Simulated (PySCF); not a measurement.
Species: `CC(C)[C@@H]1C=NNC1`. The columns A, B, C and D hold Mulliken, IAO, Hirshfeld and ESP-fitted charges (e) of one PBE0/pcSseg-1 density (PySCF), in a shuffled order. Coordinates in Å (GFN2-xTB); the density's dipole moment is (0.05, -1.80, -1.50) D.

```
atom       x       y       z       A       B       C       D
  C1  -2.000  -0.982   0.111  -0.202  -0.418  -0.697  -0.119
  C2  -0.794  -0.331  -0.563  -0.342  -0.090  +0.458  -0.018
  C3  -1.008   1.176  -0.689  -0.206  -0.422  -0.412  -0.124
  C4   0.499  -0.662   0.208  -0.351  -0.147  -0.075  -0.030
  C5   0.634   0.121   1.496  +0.096  -0.082  +0.271  -0.010
  N6   1.602   0.943   1.499  -0.216  -0.167  -0.426  -0.125
  N7   2.229   0.936   0.299  -0.315  -0.282  -0.374  -0.101
  C8   1.785  -0.206  -0.508  +0.079  -0.180  +0.026  -0.027
  H9  -1.862  -2.058   0.196  +0.109  +0.135  +0.153  +0.038
 H10  -2.901  -0.798  -0.470  +0.116  +0.141  +0.173  +0.041
 H11  -2.149  -0.573   1.107  +0.106  +0.133  +0.169  +0.038
 H12  -0.693  -0.757  -1.568  +0.118  +0.123  -0.044  +0.033
 H13  -0.154   1.656  -1.159  +0.124  +0.142  +0.106  +0.035
 H14  -1.891   1.379  -1.291  +0.113  +0.138  +0.090  +0.039
 H15  -1.149   1.623   0.292  +0.117  +0.141  +0.107  +0.034
 H16   0.509  -1.739   0.404  +0.128  +0.137  +0.013  +0.039
 H17  -0.026   0.035   2.336  +0.096  +0.156  +0.023  +0.051
 H18   3.218   1.126   0.355  +0.185  +0.272  +0.350  +0.127
 H19   1.605   0.121  -1.535  +0.123  +0.140  +0.018  +0.040
 H20   2.542  -1.000  -0.523  +0.123  +0.130  +0.070  +0.037
```

Which column most likely holds the ESP-fitted charges?

C. Σ q r misses the density's dipole by 0.06 D (C), 0.46 D (B), 1.16 D (A), 1.33 D (D). Charges fitted to the outside potential are the only set here that is tied to the molecule's multipoles.

And the Hirshfeld charges?

D. The mean sizes are 0.055 e (D), 0.163 e (A), 0.179 e (B), 0.203 e (C), and Hirshfeld charges are commonly the smallest of these schemes.

As computed, A = Mulliken, B = IAO, C = ESP-fitted, D = Hirshfeld. Hydrogens on carbon: Mulliken +0.10 to +0.13, IAO +0.12 to +0.16, ESP-fitted -0.04 to +0.17, Hirshfeld +0.03 to +0.05 e.

The Mulliken scheme gives each basis function's population to the atom it is centred on and halves the overlap population of two atoms between them. The Hirshfeld scheme weights the molecular density at each point by an atom's share of the summed free-atom densities.

The structure is a single GFN2-xTB conformer in the gas phase; no vibrational or solvent corrections.
